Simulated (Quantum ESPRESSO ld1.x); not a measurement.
Eu XLIX, 15 electrons, occupied as [Ne] 3s2 3p3. Calculated with ld1.x of Quantum ESPRESSO 7.5: scalar-relativistic Kohn-Sham, LDA (Slater exchange, Perdew-Zunger correlation), spin-polarised, spherical densities, point nucleus; open shells are filled with parallel spins first.

Normalised radial functions P(r) = r R(r), r in bohr:

r,3s down,3p up
0.001816,0.3743,0.0164
0.002582,0.4843,0.0300
0.003672,0.6114,0.0546
0.005221,0.7436,0.0987
0.007483,0.8553,0.1784
0.01064,0.8892,0.3103
0.01513,0.7702,0.5190
0.02151,0.4108,0.8165
0.03059,-0.2231,1.1672
0.04349,-0.9877,1.4283
0.06184,-1.4422,1.3089
0.08864,-0.9485,0.4606
0.126,0.6080,-1.0061
0.1792,2.1558,-2.2252
0.2548,2.2199,-2.1307
0.3624,1.0473,-1.0118
0.5152,0.1994,-0.2032
0.7326,0.0114,-0.0128
1.05,0.0001,-0.0001

3s down: eigenvalue -4374.8 eV, 2 radial nodes at r = 0.0274, 0.112 bohr, <r> = 0.228 bohr, 90 % of the charge inside 0.331 bohr. 3p up: eigenvalue -4148.7 eV, 1 radial node at r = 0.100 bohr, <r> = 0.222 bohr, 90 % of the charge inside 0.328 bohr.
